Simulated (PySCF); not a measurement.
BClH, SMILES Cl[BH], multiplicity 2.

The structure is a stationary point at PBE0-D3(BJ)/def2-TZVPD. The isomer is the one that the SMILES or the coordinates give; other isomers of the formula were not compared.

Level of theory: TDA-M06-2X/def2-TZVPD (PySCF).

Vertical excitations. Gas-phase values at a fixed geometry.

Computed UV-visible absorptions:
| state | energy (eV) | λ (nm) | f | main pairs |
|---|---|---|---|---|
| root 1 | 1.41 | 877 | 0.004 | α HOMO→LUMO 97 % |
| root 2 | 5.22 | 238 | 0.009 | α HOMO→LUMO+1 92 % |
| root 3 | 5.72 | 217 | 0.025 | α HOMO→LUMO+2 78 % |
| root 4 | 6.12 | 203 | 0.000 | α HOMO−1→LUMO 62 %, α HOMO→LUMO+4 15 %, β HOMO→LUMO+1 15 % |
| root 5 | 6.23 | 199 | 0.041 | α HOMO→LUMO+3 90 % |
| root 6 | 6.23 | 199 | 0.008 | α HOMO→LUMO+4 82 % |
| root 7 | 6.29 | 197 | 0.008 | α HOMO−2→LUMO 65 %, β HOMO−1→LUMO+1 17 %, β HOMO→LUMO 9 % |
| root 8 | 6.58 | 188 | 0.001 | α HOMO−1→LUMO 10 %, β HOMO→LUMO+1 48 %, β HOMO−1→LUMO 35 % |
| root 9 | 6.66 | 186 | 0.018 | β HOMO→LUMO 70 %, β HOMO−1→LUMO+1 14 % |
| root 10 | 6.85 | 181 | 0.010 | α HOMO−1→LUMO 11 %, β HOMO−1→LUMO 58 %, β HOMO→LUMO+1 24 % |
Unrestricted roots are not spin-pure.
